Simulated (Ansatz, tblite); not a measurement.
Removing and adding an electron: SnHMe2Cl (C₂H₇ClSn). Total charge 0; singlet. Geometry: PBE-D4/def2-SVP. Ansatz, gas phase; energy differences of separate SCF runs; the oxidised species was run as a doublet alone; the reduced species was run as a doublet alone.

```xyz
11

Sn    0.1150    0.6544   -0.3759
H    -0.2773    2.3415   -0.2909
C    -1.6209   -0.5976   -0.6811
H    -2.3238   -0.4819    0.1672
H    -1.3003   -1.6544   -0.7501
H    -2.1284   -0.3080   -1.6203
C     1.3606   -0.0036    1.2640
H     2.2843    0.6040    1.2984
H     1.6282   -1.0666    1.1131
H     0.8132    0.1050    2.2209
Cl    1.4492    0.4071   -2.3452
```

In the def2 sets Sn takes a core potential; there is no spin–orbit coupling. The xTB rows come from tblite. HOMO above LUMO, or a gap near zero within one spin, warns that the state may not be the lowest or that an electron is smeared out.

Problem. Estimate orbital energies and vertical ionisation energies and electron affinities at: GFN1-xTB; GFN2-xTB; PBE-D4/def2-TZVP; PBE-D4/def2-TZVPD; r2SCAN-D4/def2-TZVP; r2SCAN-D4/def2-TZVPD; PBE0-D4/def2-TZVP; PBE0-D4/def2-TZVPD.

Solution. 
```json
{"level": "GFN1-xTB", "−HOMO (eV)": "12.04", "vertical IE (eV)": "14.63", "−LUMO (eV)": "7.00", "vertical EA (eV)": "4.38", "HOMO–LUMO gap (eV)": "5.04", "IE − EA (eV)": "10.25", "remarks": "–"}
{"level": "GFN2-xTB", "−HOMO (eV)": "11.01", "vertical IE (eV)": "13.81", "−LUMO (eV)": "6.66", "vertical EA (eV)": "4.12", "HOMO–LUMO gap (eV)": "4.36", "IE − EA (eV)": "9.70", "remarks": "–"}
{"level": "PBE-D4/def2-TZVP", "−HOMO (eV)": "6.76", "vertical IE (eV)": "9.57", "−LUMO (eV)": "1.28", "vertical EA (eV)": "–", "HOMO–LUMO gap (eV)": "5.48", "IE − EA (eV)": "–", "remarks": "gap within one spin near zero (+1 doublet)"}
{"level": "PBE-D4/def2-TZVPD", "−HOMO (eV)": "6.81", "vertical IE (eV)": "–", "−LUMO (eV)": "1.41", "vertical EA (eV)": "-0.52", "HOMO–LUMO gap (eV)": "5.41", "IE − EA (eV)": "–", "remarks": "HOMO above zero (-1 doublet)"}
{"level": "r2SCAN-D4/def2-TZVP", "−HOMO (eV)": "7.07", "vertical IE (eV)": "9.72", "−LUMO (eV)": "0.98", "vertical EA (eV)": "–", "HOMO–LUMO gap (eV)": "6.08", "IE − EA (eV)": "–", "remarks": "–"}
{"level": "r2SCAN-D4/def2-TZVPD", "−HOMO (eV)": "7.09", "vertical IE (eV)": "–", "−LUMO (eV)": "1.07", "vertical EA (eV)": "-0.74", "HOMO–LUMO gap (eV)": "6.03", "IE − EA (eV)": "–", "remarks": "HOMO above zero (-1 doublet)"}
{"level": "PBE0-D4/def2-TZVP", "−HOMO (eV)": "8.04", "vertical IE (eV)": "9.93", "−LUMO (eV)": "0.36", "vertical EA (eV)": "–", "HOMO–LUMO gap (eV)": "7.67", "IE − EA (eV)": "–", "remarks": "–"}
{"level": "PBE0-D4/def2-TZVPD", "−HOMO (eV)": "8.06", "vertical IE (eV)": "–", "−LUMO (eV)": "0.52", "vertical EA (eV)": "-0.73", "HOMO–LUMO gap (eV)": "7.54", "IE − EA (eV)": "–", "remarks": "HOMO above zero (-1 doublet)"}
```

   A HOMO above zero means that the electron is unbound at that level or that self-interaction error raises the level; the energy of removing that electron tells which. Raw xTB energy differences between charge states are shifted by several eV; the methods need an empirical correction for them. A negative affinity means that the extra electron isn't bound; its size then hangs on the basis.
